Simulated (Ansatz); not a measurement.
The molecule PdC, multiplicity 3 (not the ground state: that is measured with 2S+1 = 1). No spin–orbit coupling. The T1 diagnostic near the minimum is 0.070, so single-reference values are doubtful.

Seven points along R, fitted to fifth degree in 1/R; most abundant isotopes. In def2 and cc sets the state is the lowest found near the PBE0 minimum, followed along R.

The values were computed with Ansatz (Gaussian basis) for Hartree–Fock, density functionals and correlated methods. Values without a source in brackets are computed. In def2 rows elements past Kr take small-core potentials, without spin–orbit coupling.

What bond length and harmonic frequency does PBE/def2-TZVPP give?

r_e = 1.741 Å, ω_e = 804 cm⁻¹.

What bond length and harmonic frequency does PBE0/def2-TZVPP give?

r_e = 1.740 Å, ω_e = 777 cm⁻¹.

What bond length and harmonic frequency does wB97X-V/def2-TZVPP give?

r_e = 1.750 Å, ω_e = 750 cm⁻¹.

Ansatz is a quantum-chemistry and plane-wave program.
